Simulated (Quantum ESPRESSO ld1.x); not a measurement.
These are the eigenvalues of the occupied orbitals of an atom or ion with whole-number occupations (eV). Method: scalar-relativistic Kohn-Sham, LDA (Slater exchange, VWN5 correlation), spin-polarised, spherical densities, point nucleus; computed with ld1.x of Quantum ESPRESSO 7.5.

| orbital | eigenvalue |
|---|---|
| 1s up | -74115.7 |
| 1s down | -74103.4 |
| 2s up | -16472.4 |
| 2s down | -16461.7 |
| 2p up | -15006.5 |
| 2p down | -14993.5 |
| 3s up | -6602.17 |
| 3s down | -6568.50 |
| 3p up | -6167.97 |

Which element is it, and in what charge state? The configuration may be excited. Open shells, if any, are filled with parallel spins first.

Answer. Z = 74, tungsten, charge +59: W59+ in [Ne] 3s2 3p3. The list shows which subshells hold electrons but not how many an open one holds; the 1s level, -2723.7 hartree, gives Z - s = 73.8 by -(Z - s)^2/2, which with screening and relativity narrows Z to a few neighbours, and the depths of the outer levels then fix element, charge and occupations together.
